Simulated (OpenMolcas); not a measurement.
# neutral selenium: the spin-orbit constant, worked from levels

```
Program             : OpenMolcas 26.06
Basis               : ANO-RCC-VDZP [5s4p2d]
Scalar Hamiltonian  : DKH2, point nucleus
Active space        : 4 electrons in 3 orbitals (4p)
State averaging     : 2S+1 = 3 even, 3 roots; 2S+1 = 1 even, 6 roots
Spin-orbit coupling : state interaction with AMFI integrals over the reference wave functions, term energies averaged over their components
```

Methods: CASSCF; SS-CASPT2, IPEA 0.25 Eh, imaginary shift 0.1 Eh (closed shells correlated: 3d 4s). Measured levels: NIST Handbook of Basic Atomic Spectroscopic Data.

**The spin-orbit constant.** For the Hund term 3P of p4, E(J) = (A/2) J(J+1) + constant and ζ = -2S·A = -2A. From J = 0 to J = 2 the energy changes by 3 A.

| Source | E(2) - E(0) | A | ζ |
| --- | --- | --- | --- |
| CASSCF | -2465.8 | -821.9 | 1644 |
| SS-CASPT2 | -2437.9 | -812.6 | 1625 |
| measured | -2534.4 | -844.8 | 1690 |

All in cm-1. SS-CASPT2 is off by -3.8 % and CASSCF by -2.7 %. Both methods take the spin-orbit matrix elements from the reference wave functions, so the second can move ζ only through the term energies and any multistate remixing. Second-order mixing with other terms is absorbed into this ζ.

With the s shell closed, the reference lacks s² → p² mixing. Without dynamic correlation excited terms often stand tens of per cent too high (terms of higher spin than the ground term too low), and those without a measured partner can miss by more than the paired ones (holds for CASSCF). Computed and measured levels are paired by configuration, term and J; levels that our copy of the source lacks, or whose pairing is in doubt (as where it misses far off the trend of its configuration), stay unpaired and out of the deviations. Only configurations of the active space appear.
